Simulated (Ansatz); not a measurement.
[BF4]- (BF4⁻), relaxed as a singlet with RKS PBE-D4/def2-SVPD in Ansatz, starting from the GFN2-xTB geometry. Force threshold 0.02 eV/Å.

Start:

```xyz
5

B     0.000    0.000    0.000
F    -1.031   -0.566   -0.740
F    -0.497    1.056    0.755
F     0.984    0.470   -0.861
F     0.544   -0.960    0.846
```

Problem. Estimate the energy that the relaxation releases and the steps that it takes.

Solution. 9.1 kJ/mol, in 4 steps; 1.4 s on 4 threads of Intel Xeon Platinum 8488C on a shared host. No frequencies were taken in this run, so the end may be a saddle point.

Problem. Does the start keep its bonding and symmetry?

Solution. By distances, no bond broke or formed. The bond that changes most is B1–F5, from 1.39 to 1.42 Å (atoms count from 1). Point group Td at the start, Td at the end, both within 0.05 Å.

Problem. Predict the relaxed structure.

Solution. 
```xyz
5

B     0.000    0.000    0.000
F    -1.057   -0.580   -0.759
F    -0.510    1.082    0.774
F     1.009    0.482   -0.883
F     0.558   -0.984    0.867
```
Bond lengths: 4 × B–F 1.42 Å.
